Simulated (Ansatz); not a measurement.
`CC(C)=C=C=C=C=C=C=C=C=C=C(C)C`, relaxed as a singlet with RKS PBE0-D4/def2-SVP in Ansatz, starting from the GFN2-xTB geometry. Force threshold 0.03 eV/Å.

Start:

```xyz
27

C    -3.1475   -5.6892    3.3358
C    -2.4018   -4.5034    3.8708
C    -2.2497   -4.4246    5.3605
C    -1.9066   -3.5783    3.0742
C    -1.4322   -2.6881    2.3132
C    -0.9535   -1.7876    1.5387
C    -0.4809   -0.8945    0.7698
C    -0.0012    0.0005   -0.0001
C     0.4781    0.9004   -0.7645
C     0.9549    1.7922   -1.5323
C     1.4343    2.6900   -2.3094
C     1.9107    3.5747   -3.0754
C     2.4035    4.5005   -3.8728
C     1.5968    5.6945   -4.2879
C     3.8001    4.4165   -4.4121
H    -2.6515   -6.6118    3.6404
H    -3.2050   -5.6619    2.2505
H    -4.1599   -5.7070    3.7418
H    -3.2310   -4.3961    5.8360
H    -1.7277   -5.3085    5.7295
H    -1.6918   -3.5385    5.6528
H     0.5988    5.6639   -3.8580
H     2.0913    6.6115   -3.9649
H     1.5127    5.7286   -5.3749
H     4.3039    3.5190   -4.0621
H     3.7801    4.4088   -5.5027
H     4.3751    5.2883   -4.0971
```

Problem. Estimate the energy that the relaxation releases and the steps that it takes.

Solution. 2.1 kcal/mol, in 4 steps; 36 s on 4 threads of Intel Xeon on a shared host. No frequencies were taken in this run, so the end may be a saddle point.

Problem. Does the start keep its bonding and symmetry?

Solution. By distances, no bond broke or formed. The bond that changes most is C11–C12, from 1.26 to 1.28 Å (atoms count from 1). Point group D2 at the start, D2d at the end, both within 0.05 Å.

Problem. Predict the relaxed structure.

Solution. 
```xyz
27

C    -3.160   -5.733    3.362
C    -2.425   -4.544    3.908
C    -2.277   -4.453    5.398
C    -1.927   -3.611    3.105
C    -1.447   -2.713    2.333
C    -0.962   -1.805    1.553
C    -0.482   -0.904    0.778
C     0.001    0.000    0.000
C     0.483    0.904   -0.777
C     0.964    1.805   -1.552
C     1.448    2.713   -2.333
C     1.928    3.610   -3.105
C     2.425    4.544   -3.908
C     1.615    5.741   -4.310
C     3.821    4.445   -4.451
H    -2.661   -6.667    3.674
H    -3.219   -5.715    2.267
H    -4.185   -5.769    3.770
H    -3.270   -4.441    5.881
H    -1.747   -5.341    5.784
H    -1.727   -3.554    5.704
H     0.611    5.727   -3.868
H     2.125    6.669   -3.999
H     1.518    5.785   -5.408
H     4.335    3.540   -4.104
H     3.802    4.441   -5.554
H     4.412    5.326   -4.147
```
Bond lengths: 14 × C–C 1.28 to 1.50 Å; 12 × C–H 1.10 Å.
